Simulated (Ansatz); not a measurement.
C₂H₇F₂NSi, SMILES FC(F)C[SiH2]N. Atoms are numbered in the order given.

```xyz
13

N      2.7828    -0.3329    -0.0224
Si     1.1994     0.3429    -0.1856
C     -0.1886    -0.8654     0.3188
C     -1.5891    -0.3307     0.2005
F     -1.7388     0.7717     0.9764
F     -1.8447     0.0396    -1.0792
H      3.1276    -1.0195    -0.6824
H      3.2069    -0.4540     0.8893
H      1.1262     1.5434     0.6955
H      1.0097     0.7114    -1.6178
H     -0.1043    -1.7731    -0.3014
H     -0.0178    -1.1783     1.3621
H     -2.3715    -1.0527     0.4979
```

The structure is a stationary point at PBE0-D3(BJ)/def2-SVP. This is a generated structure with no PubChem entry under its InChIKey; it may be hypothetical. One conformer was computed; it need not be the lowest.

Two levels are set side by side: PBE-D3(BJ)/def2-SVP (Ansatz, a quantum-chemistry and plane-wave program) and PBE0-D3(BJ)/def2-SVP (Ansatz). Each level has its own optimised geometry; the coordinates shown are those of the second. Differences are taken from unrounded values.

```
quantity              PBE0-D3(BJ)  PBE-D3(BJ)  PBE-D3(BJ) minus PBE0-D3(BJ)
--------------------  -----------  ----------  ----------------------------
mean bond length (Å)        1.348       1.359                         0.012
bond N1–Si2 (Å)             1.729       1.746                         0.016
bond Si2–C3 (Å)             1.908       1.922                         0.014
bond C3–C4 (Å)              1.504       1.513                         0.009
bond C4–F5 (Å)              1.356       1.374                         0.018
bond C4–F6 (Å)              1.356       1.374                         0.018
bond N1–H7 (Å)              1.013       1.023                         0.010
bond N1–H8 (Å)              1.013       1.023                         0.010
bond Si2–H9 (Å)             1.491       1.501                         0.010
bond Si2–H10 (Å)            1.491       1.501                         0.010
bond C3–H11 (Å)             1.103       1.111                         0.008
bond C3–H12 (Å)             1.103       1.111                         0.008
bond C4–H13 (Å)             1.105       1.116                         0.011
```

GGA bonds tend to be longer and softer than those of functionals with exact exchange. Differences between two approximate levels are no errors against the true value.
